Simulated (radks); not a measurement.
The numbers below are computed, except where a source is named.
Q: The dysprosium ion Dy3+, configuration [Xe] 4f8 5d0.5 6p0.5 (fractional occupations, a model configuration). Level of theory: Dirac Kohn-Sham, PBE, spin-unpolarised, spherical densities, finite nucleus; open shells fill j = l - 1/2 first; Fermi nuclear charge, rms radius 5.2218 fm (a radial shooting solver on a logarithmic mesh with Libxc functionals).

Spin-orbit splittings of the eigenvalues, e(l+1/2) - e(l-1/2), with zeta = 2 splitting/(2l+1) and mean radii in bohr:

shell  occ.  splitting (eV)  zeta (eV)  <r> j=l-1/2  <r> j=l+1/2
2p        6           800.1      533.4      0.07438      0.08144
3p        6           166.1      110.7       0.2238       0.2372
3d       10           36.25      14.50       0.2097       0.2138
4p        6               ?          ?       0.5387       0.5687
4d       10           6.830      2.732       0.5989       0.6093
4f        8           1.007     0.2877       0.7623       0.7717
5p        6           5.540      3.693        1.382        1.466
5d      0.5          0.5702     0.2281        1.983        2.019
6p      0.5          0.9356     0.6237        3.396        3.550

Estimate the 4p splitting.

A: 37.41 eV (zeta = 24.94 eV).
